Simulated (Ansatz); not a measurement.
GaH4NSi, relaxed with RKS PBE0-D4/def2-TZVP in Ansatz 0.2.0 from a PBE-D4/def2-SVP geometry. The force threshold is 0.005 eV/Å; the program also tests the step.

Charge 0, multiplicity 1. The bonds changed during the relaxation, so this is another structure than the one it started from.

Start:

```xyz
7

N     0.318   -0.600   -0.763
Si   -0.043    0.485    0.564
Ga   -0.984   -1.674   -1.663
H     1.304   -0.644   -1.057
H     0.663    0.133    1.852
H     0.271    1.934    0.271
H    -1.530    0.365    0.797
```

Question: By how much does the energy fall, and how many steps does the optimiser take? (Best estimate.)

Answer: Computed: 3.13 kJ/mol, in 6 steps.

Question: Which bonds change most? (Estimate.)

Answer: The calculation gave: N1–Si2 from 1.751 to 1.719 Å; Si2–H6 from 1.511 to 1.491 Å; Si2–H5 from 1.511 to 1.491 Å; N1–Ga3 from 1.913 to 1.895 Å.

Question: Give the relaxed structure. (Estimate.)

Answer: Computed: 
```xyz
7

N     0.321   -0.586   -0.748
Si   -0.040    0.477    0.553
Ga   -0.977   -1.645   -1.632
H     1.288   -0.637   -1.046
H     0.653    0.130    1.827
H     0.266    1.908    0.267
H    -1.511    0.354    0.779
```
